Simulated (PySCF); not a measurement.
**Tc (technetium, neutral): MN15 calculation**

Configuration: [Kr] 4d5 5s2, high-spin 6S determinant. Computed with PySCF 2.14 in def2-TZVP with the def2 core potential (28 electrons), with a scalar-relativistic core potential.

- Total energy: -80.5353 hartree
- One-electron energy: -137.6695 hartree
- Hartree (Coulomb) energy: 65.7739 hartree
- Exchange-correlation energy: -8.6397 hartree
- ⟨S²⟩: 8.7575
- ⟨L²⟩: 0.000
- Sum of ⟨r⟩: 24.63 bohr
- Sum of ⟨r²⟩: 55.38 bohr²
- Time after the integrals: 1.2 s of wall time on 1 thread of Neoverse-N1 (shared host)

| shell | electrons | mean orbital energy (hartree) | rms radius, mean of both spins (bohr) |
| --- | --- | --- | --- |
| 4s α | 1 | -2.89838 | 1.14 |
| 4s β | 1 | -2.79033 | 1.14 |
| 4p α | 3 | -1.85952 | 1.27 |
| 4p β | 3 | -1.74279 | 1.27 |
| 4d α | 5 | -0.36177 | 1.89 |
| 5s α | 1 | -0.25607 | 3.56 |
| 5s β | 1 | -0.20774 | 3.56 |

Energies and moments cover only the electrons outside the core potential.
